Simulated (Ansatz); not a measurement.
C2H7FGe, SMILES C[CH2][GeH2][F].

Geometry: B3LYP-D3(BJ)/def2-SVP. Other conformers were not sampled.

Two levels are set side by side: PBE/def2-SVPD (Ansatz, a program for electronic structure) and CAM-B3LYP/def2-SVPD (Ansatz). Energy differences of separate SCF runs at the same geometry; the states with an electron removed or added have multiplicity 2 and 2. Differences are taken from unrounded values.

| quantity | CAM-B3LYP |
|---|---|
| vertical ionisation energy (eV) | 10.84 |
| vertical singlet–triplet gap (eV) | 7.19 |

Q: What does PBE give, and how far is it from CAM-B3LYP? (Estimate from the structure and the level; the computed values follow.)

A: 
```csv
quantity,PBE,PBE minus CAM-B3LYP
vertical ionisation energy (eV),10.29,-0.54
vertical singlet–triplet gap (eV),6.48,-0.71
```
